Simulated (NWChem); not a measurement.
**Atomisation of C2H8Si2**

```
C
C 1 1.3491
H 1 1.1024 2 116.30
H 2 1.1024 1 116.30 3 -0.02
Si 1 1.8831 3 112.71 2 -179.99
H 5 1.4880 1 113.03 3 179.70
H 5 1.4941 6 109.09 1 121.35
H 5 1.4941 6 109.09 7 117.25
Si 2 1.8831 4 112.71 1 -179.99
H 9 1.4880 2 113.03 4 179.70
H 9 1.4941 10 109.09 6 121.99
H 9 1.4941 10 109.09 11 117.25
```
Charge 0, spin multiplicity 1.

All runs are NWChem calculations. All single points use one geometry, from B3LYP/def2-SVP, a minimum by its harmonic frequencies.

Basis set: def2-TZVP. The atomisation energy is electronic alone: no zero-point, thermal, spin-orbit or counterpoise terms. No value is extrapolated to the basis-set limit. Free atoms are single determinants with multiplicities Si 3, C 3, H 2. Correlated methods freeze the same cores in atoms and molecule, 12 orbitals in all.

B3LYP has NWChem's definition, with VWN1-RPA local correlation. The structure started from a generated list of species. No SCF solution was tested for a lower state. Open-shell Hartree-Fock references start from PBE0 orbitals.

Problem. One of these methods gave an atomisation energy of 971.5 kcal/mol. Which?
A. BLYP
B. HF
C. LC-wPBE (omega 0.3 per bohr)
D. MP2

Solution. C, LC-wPBE (omega 0.3 per bohr). The others give 960.1 (BLYP), 942.7 (MP2), 746.4 (HF).
